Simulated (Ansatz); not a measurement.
Reaction (ligand exchange at the Si–O bond): `[SiH3]N[SiH2]O[SiH3]` + `CCBO` → `CCBO[SiH3]` + `O[SiH2]N[SiH3]`

Calculated with Ansatz (gas phase, PBE0-D4/def2-TZVP geometries, no zero-point term in ΔE). CBS: MP2 limit from def2 TZ/QZ plus the TZ coupled-cluster correction, frozen cores. Each species was taken in one conformer, which may not be the lowest.

```tsv
level	ΔE (eV)
SCS-MP2/def2-TZVPP	0.21
CCSD/CBS(def2)	0.21
```

**Question.** What does CCSD(T)/CBS give? (Best estimate.)

**Answer.** Computed: +0.22 eV. The listed levels differ from it by -0.01, -0.01 eV.

Largest T1 diagnostic among the species: 0.011.

The D4 term adds +0.05 eV with B3LYP and +0.03 eV with PBE0; it sums over pairs of atoms, weighted by their polarisabilities, and B3LYP, whose exchange is more repulsive, gets the larger term.

B3LYP here is the variant with VWN-RPA as its local correlation; programs differ in this.
